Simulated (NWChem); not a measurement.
# InH, singlet; SMILES [InH]

```xyz
2

In     0.0000     0.0000    -0.0141
H      0.0000     0.0000    -1.8774
```
Atoms are numbered in this order, from 1.

Program: NWChem. Low-valent species are run as closed-shell singlets; no triplet was tried in these runs. Coordinates come from a PBE0/def2-SVP optimisation. def2 effective core potentials on In; no spin-orbit coupling. Ions are spin-unrestricted doublets at the neutral geometry; other ion states weren't tried. Functional: LC-ωPBE (HJS hole) with def2-SVP; the question gives the range parameter ω in 1/bohr.

What does the run give for range parameter (1/bohr) 0.15? Quantities: vertical ionisation energy, ΔSCF (eV); −ε(HOMO) (eV).


```json
{
 "vertical ionisation energy, ΔSCF (eV)": "7.93",
 "−ε(HOMO) (eV)": "6.69"
}
```
